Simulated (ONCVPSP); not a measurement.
**An odd input for ONCVPSP 4.0.1 (Mn)**

Command:

```bash
oncvpsp.x < Mn.dat > Mn.out
```

Input:

```
# ATOM AND REFERENCE CONFIGURATION
# atsym  z   nc   nv     iexc    psfile
  Mn 25.00    3    4        4      upf
#
#   n    l    f
    1    0    2.00
    2    0    2.00
    2    1    6.00
    3    0    2.00
    3    1    6.00
    3    2    5.00
    4    0    2.00
#
# PSEUDOPOTENTIAL AND OPTIMIZATION
# lmax
    2
#
#   l,   rc,      ep,       ncon, nbas, qcut
    0    1.35    0.00    4    9    9.20
    1    1.00    0.00    4    7    6.80
    2    1.30    0.00    4    9   11.60
#
# LOCAL POTENTIAL
# lloc, lpopt,  rc(5),   dvloc0
    1    5    0.65    2.00
#
# VANDERBILT-KLEINMAN-BYLANDER PROJECTORs
# l, nproj, debl
    0    2    1.40
    1    1    2.70
    2    1    1.50
#
# MODEL CORE CHARGE
# icmod, fcfact, rcfact
    0    0.00    0.00
#
# LOG DERIVATIVE ANALYSIS
# epsh1, epsh2, depsh
   -5.00    5.00    0.04
#
# OUTPUT GRID
# rlmax, drl
    6.00    0.01
#
# TEST CONFIGURATIONS
# ncnf
    4
# nvcnf
#   n    l    f
    4
    3    0    2.00
    3    1    6.00
    3    2    5.00
    4    0    1.00
#
    4
    3    0    2.00
    3    1    6.00
    3    2    5.00
    4    0    0.00
#
    4
    3    0    2.00
    3    1    6.00
    3    2    4.00
    4    0    0.00
#
    4
    3    0    1.00
    3    1    6.00
    3    2    5.00
    4    0    2.00
#
```

This is an input that runs to its end, with one change: lloc set to 1.

Task: How does the run end?

Result: The program runs through. Ghost flags: none; the largest excitation error among the 4 tests with output is 131 meV, against 130 meV for the unchanged input.

```
    Total energies and differences
      AE_ref= -1.15829576D+03  AE_tst= -1.15621816D+03  dif=  2.08D+00
      PS_ref= -1.03595912D+02  PS_tst= -1.01518185D+02  dif=  2.08D+00
      PSP excitation error= -1.31D-04

Test configuration 4

   n   l     f        eae           eps        diff
   1   0  2.0000 -237.02229423
   2   0  2.0000  -28.00144293
   2   1  6.0000  -23.82763705
   3   0  1.0000   -3.74019086   -3.74927607   -9.09D-03
   3   1  6.0000   -2.58134333   -2.58696963   -5.63D-03
   3   2  5.0000   -0.78294794   -0.78551660   -2.57D-03
   4   0  2.0000   -0.50306486   -0.50319514   -1.30D-04

    Total energies and differences
      AE_ref= -1.15829576D+03  AE_tst= -1.15485947D+03  dif=  3.44D+00
      PS_ref= -1.03595912D+02  PS_tst= -1.00154826D+02  dif=  3.44D+00
      PSP excitation error= -4.80D-03
```
